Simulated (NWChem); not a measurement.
System: CH5BSe; SMILES CB[SeH]

Excerpt of the output:

```
             Northwest Computational Chemistry Package (NWChem) 7.3.0
             --------------------------------------------------------

 C1  symmetry detected

                             Geometry "geometry" -> ""
                             -------------------------

 Output coordinates in angstroms (scale by  1.889725989 to convert to a.u.)

  No.       Tag          Charge          X              Y              Z
 ---- ---------------- ---------- -------------- -------------- --------------
    1 B                    5.0000    -0.64246764    -1.02065807    -0.00055289
    2 H                    1.0000    -1.85150866    -1.14572331     0.00013672
    3 C                    6.0000     0.32276558    -2.25503236    -0.00015447
    4 H                    1.0000     0.09186161    -2.90272735    -0.87507914
    5 H                    1.0000     0.10504314    -2.88788712     0.88911495
    6 H                    1.0000     1.40652139    -2.02622199    -0.00931266
    7 Se                  34.0000     0.08062298     0.76780559    -0.00009431
    8 H                    1.0000    -1.21735405     1.49065426     0.00203785

 Effective nuclear repulsion energy (a.u.)     145.8519229409

  pbe96 is a nonlocal functional; adding pw91lda local functional.

                                 NWChem DFT Module
                                 -----------------

 Summary of "ao basis" -> "ao basis" (spherical)
 ------------------------------------------------------------------------------
       Tag                 Description            Shells   Functions and Types
 ---------------- ------------------------------  ------  ---------------------
 B                          6-311g**                 8       18   4s3p1d
 H                          6-311g**                 4        6   3s1p
 C                          6-311g**                 8       18   4s3p1d
 Se                         6-311g**                18       44   8s7p3d

            General Information
            -------------------
          SCF calculation type: DFT
          Wavefunction type:  closed shell.
          No. of atoms     :     8
          No. of electrons :    50
           Alpha electrons :    25
            Beta electrons :    25
          Charge           :     0
          Spin multiplicity:     1
          Use of symmetry is: off; symmetry adaption is: off
          Maximum number of iterations: 150
          AO basis - number of functions:   110
                     number of shells:    54
          Convergence on energy requested:  1.00D-06
          Convergence on density requested:  1.00D-05
          Convergence on gradient requested:  5.00D-04

              XC Information
              --------------
          PerdewBurkeErnzerhof Exchange Functional  1.000
            Perdew 1991 LDA Correlation Functional  1.000 local
           PerdewBurkeErnz. Correlation Functional  1.000 non-local

             Grid Information
             ----------------
          Grid used for XC integration:  medium
          Radial quadrature: Mura-Knowles
          Angular quadrature: Lebedev.
          Tag              B.-S. Rad. Rad. Pts. Rad. Cut. Ang. Pts.
          ---              ---------- --------- --------- ---------
          B                   0.85       49           9.0       434
          H                   0.35       45          12.0       434
          C                   0.70       49          11.0       434
          Se                  1.15      112          11.0       590
          Grid pruning is: on
          Number of quadrature shells:   435
          Spatial weights used:  Erf1

      Superposition of Atomic Density Guess
      -------------------------------------

 Sum of atomic energies:       -2464.46707281

      Non-variational initial energy
      ------------------------------

 Total energy =   -2465.832253
 1-e energy   =   -3718.382735
 2-e energy   =    1106.698559
 HOMO         =      -0.319442
 LUMO         =       0.000792

     ---------------------------------------------
      Total Density - Mulliken Population Analysis
     ---------------------------------------------

    Atom       Charge   Shell Charges
 -----------   ------   -------------------------------------------------------
    1 B    5     4.76   1.13  0.86  0.33  0.74  0.85  0.39  0.39  0.08
    2 H    1     1.02   0.24  0.56  0.20  0.01
    3 C    6     6.71   1.10  0.89  0.61  0.81  1.64  0.51  1.11  0.03
    4 H    1     0.81   0.23  0.43  0.13  0.02
    5 H    1     0.81   0.23  0.43  0.13  0.02
    6 H    1     0.82   0.24  0.43  0.13  0.02
    7 Se  34    34.27   0.77  1.19  1.04  0.93  0.82  1.21  1.29  0.58  0.50  5.48  4.74  1.18  0.65  2.44  1.40  8.12  1.84  0.09
    8 H    1     0.81   0.18  0.45  0.16  0.02

   convergence    iter        energy       DeltaE   RMS-Dens  Diis-err
 ---------------- ----- ----------------- --------- --------- ---------
 d= 0,ls=0.0,diis     1  -2467.0021842206 -2.61D+03  5.85D-03  4.75D+00
 d= 0,ls=0.0,diis     2  -2467.0179568833 -1.58D-02  7.07D-03  3.28D-01
 d= 0,ls=0.0,diis     3  -2466.9763726586  4.16D-02  4.79D-03  6.31D-01
 d= 0,ls=0.0,diis     4  -2467.0519661557 -7.56D-02  7.89D-04  6.88D-03
 d= 0,ls=0.0,diis     5  -2467.0529295048 -9.63D-04  2.55D-04  1.32D-03
  Resetting Diis
 d= 0,ls=0.0,diis     6  -2467.0531377094 -2.08D-04  5.31D-05  4.80D-05
 d= 0,ls=0.0,diis     7  -2467.0531444003 -6.69D-06  2.70D-05  3.11D-06
 d= 0,ls=0.0,diis     8  -2467.0531443211  7.92D-08  1.45D-05  4.14D-06
 d= 0,ls=0.0,diis     9  -2467.0531448561 -5.35D-07  1.95D-06  9.75D-08

         Total DFT energy =    -2467.053144856081
      One electron energy =    -3720.962512615546
           Coulomb energy =     1206.049908863900
    Exchange-Corr. energy =      -97.992464045360
 Nuclear repulsion energy =      145.851922940925

 Numeric. integr. density =       49.999988101490

                       DFT Final Molecular Orbital Analysis
                       ------------------------------------

 Vector   23  Occ=2.000000D+00  E=-2.986521D-01
              MO Center= -2.1D-01, -1.3D+00,  2.2D-04, r^2= 2.9D+00
   Bfn.  Coefficient  Atom+Function         Bfn.  Coefficient  Atom+Function
  ----- ------------  ---------------      ----- ------------  ---------------
    32      0.235208  3 C  py                85      0.198152  7 Se py
     8     -0.183985  1 B  py                36      0.178758  3 C  py
    28      0.159929  3 C  py                 4     -0.139427  1 B  py
     7      0.135193  1 B  px                31     -0.131180  3 C  px
   106      0.119290  8 H  s                  3      0.109246  1 B  px

 Vector   24  Occ=2.000000D+00  E=-2.681529D-01
              MO Center= -3.1D-01, -9.4D-02, -9.6D-04, r^2= 3.5D+00
   Bfn.  Coefficient  Atom+Function         Bfn.  Coefficient  Atom+Function
  ----- ------------  ---------------      ----- ------------  ---------------
    84      0.282123  7 Se px                85      0.264641  7 Se py
    20      0.189625  2 H  s                 68      0.185372  7 Se s
    87      0.182788  7 Se px                 7     -0.160118  1 B  px
    75     -0.154989  7 Se px                88      0.148782  7 Se py
    21      0.145284  2 H  s                 76     -0.137587  7 Se py

 Vector   25  Occ=2.000000D+00  E=-2.371357D-01
              MO Center= -3.5D-02,  4.6D-01,  2.5D-04, r^2= 2.3D+00
   Bfn.  Coefficient  Atom+Function         Bfn.  Coefficient  Atom+Function
  ----- ------------  ---------------      ----- ------------  ---------------
    86      0.507995  7 Se pz                89      0.361017  7 Se pz
    77     -0.257173  7 Se pz                83      0.181646  7 Se pz
     9      0.122194  1 B  pz                13      0.100984  1 B  pz
    74      0.097850  7 Se pz                80     -0.080855  7 Se pz
     5      0.076226  1 B  pz                50     -0.053077  5 H  s

 Vector   26  Occ=0.000000D+00  E=-6.788529D-02
              MO Center= -4.8D-01, -7.7D-01, -1.8D-04, r^2= 3.0D+00
   Bfn.  Coefficient  Atom+Function         Bfn.  Coefficient  Atom+Function
  ----- ------------  ---------------      ----- ------------  ---------------
    13      0.634531  1 B  pz                 9      0.365200  1 B  pz
    89     -0.362061  7 Se pz                 5      0.239569  1 B  pz
    86     -0.217597  7 Se pz                51     -0.200295  5 H  s
    45      0.196744  4 H  s                 77      0.114459  7 Se pz
    50     -0.101717  5 H  s                 44      0.100305  4 H  s

 Vector   27  Occ=0.000000D+00  E=-2.687710D-02
              MO Center= -4.8D-01,  8.1D-01,  4.9D-04, r^2= 4.3D+00
   Bfn.  Coefficient  Atom+Function         Bfn.  Coefficient  Atom+Function
  ----- ------------  ---------------      ----- ------------  ---------------
   107      1.214003  8 H  s                 87      0.665183  7 Se px
    68     -0.615263  7 Se s                 88     -0.523162  7 Se py
    10     -0.432801  1 B  s                 21      0.389771  2 H  s
    34     -0.284117  3 C  s                106      0.267299  8 H  s
    84      0.261042  7 Se px                85     -0.213046  7 Se py

 Vector   28  Occ=0.000000D+00  E= 3.972071D-02
              MO Center= -5.0D-02,  3.2D-01,  5.4D-04, r^2= 5.8D+00
   Bfn.  Coefficient  Atom+Function         Bfn.  Coefficient  Atom+Function
  ----- ------------  ---------------      ----- ------------  ---------------
    10      1.749909  1 B  s                 68     -1.402312  7 Se s
    88      1.194094  7 Se py                12      0.866527  1 B  py
    87      0.534281  7 Se px                11      0.517034  1 B  px
    34     -0.469913  3 C  s                107      0.396432  8 H  s
    45      0.376940  4 H  s                 57     -0.375784  6 H  s

     ---------------------------------------------
      Total Density - Mulliken Population Analysis
     ---------------------------------------------

    Atom       Charge   Shell Charges
 -----------   ------   -------------------------------------------------------
    1 B    5     4.93   1.13  0.85  0.45  0.69  0.99  0.32  0.42  0.07
    2 H    1     0.98   0.26  0.54  0.17  0.01
    3 C    6     6.48   1.10  0.88  0.65  0.74  1.54  0.51  1.02  0.03
    4 H    1     0.86   0.26  0.46  0.12  0.02
    5 H    1     0.86   0.26  0.46  0.12  0.02
    6 H    1     0.87   0.27  0.46  0.12  0.02
    7 Se  34    34.07   0.77  1.19  1.03  0.95  0.82  1.22  1.37  0.53  0.50  5.47  4.75  1.15  0.70  2.35  1.21  8.07  1.86  0.13
    8 H    1     0.93   0.23  0.53  0.14  0.02

     -------------------------------------------
      Total Density - Lowdin Population Analysis
     -------------------------------------------

    Atom       Charge   Shell Charges
 -----------   ------   -------------------------------------------------------
    1 B    5     5.22   1.07  0.90  0.43  0.48  1.07  0.32  0.76  0.20
    2 H    1     1.04   0.26  0.48  0.28  0.03
    3 C    6     6.08   1.05  0.92  0.62  0.48  1.44  0.33  1.17  0.06
    4 H    1     0.95   0.26  0.43  0.19  0.07
    5 H    1     0.95   0.26  0.43  0.19  0.07
    6 H    1     0.98   0.27  0.44  0.20  0.07
    7 Se  34    33.75   0.92  1.08  1.03  0.92  0.82  1.20  0.98  0.59  0.87  5.07  4.05  1.74  0.94  2.01  1.44  7.74  2.14  0.21
    8 H    1     1.01   0.24  0.46  0.24  0.07

     Multipole analysis of the density
     ---------------------------------

     L   x y z        total         alpha         beta         nuclear
     -   - - -        -----         -----         ----         -------
     0   0 0 0     -0.000000    -25.000000    -25.000000     50.000000

     1   1 0 0     -0.100900     -0.050450     -0.050450      0.000000
     1   0 1 0     -0.117415     -0.058707     -0.058707     -0.000000
     1   0 0 1      0.001682      0.000841      0.000841     -0.000000

     2   2 0 0    -24.351227    -29.705435    -29.705435     35.059643
     2   1 1 0     -1.263090      3.112630      3.112630     -7.488349
     2   1 0 1     -0.001604      0.002063      0.002063     -0.005731
     2   0 2 0    -22.760128   -154.525516   -154.525516    286.290905
     2   0 1 1     -0.002961      0.004496      0.004496     -0.011953
     2   0 0 2    -25.101852    -15.329896    -15.329896      5.557939
```

Level: PBE/6-311G** (spherical d). All runs use the structure optimised with PBE-D3(BJ)/def2-SVP.

### Question
Reconstruct the input file.

### Answer
Several could match; the one computed here: the input that was run:
```
start job
memory heap 200 mb stack 900 mb global 1100 mb
geometry units angstroms noautoz
  B     -0.626839    -0.998159     0.000269
  H     -1.836547    -1.116601     0.000164
  C      0.331619    -2.237800     0.002183
  H      0.097803    -2.884802    -0.872481
  H      0.109792    -2.868862     0.891712
  H      1.416618    -2.014934    -0.006340
  Se     0.106035     0.786318     0.000071
  H     -1.187965     1.516265     0.000784
end
basis spherical
  B library 6-311g**
  H library 6-311g**
  C library 6-311g**
  Se library 6-311g**
end
dft
  xc xpbe96 cpbe96
  iterations 150
  mulliken
end
task dft energy
```
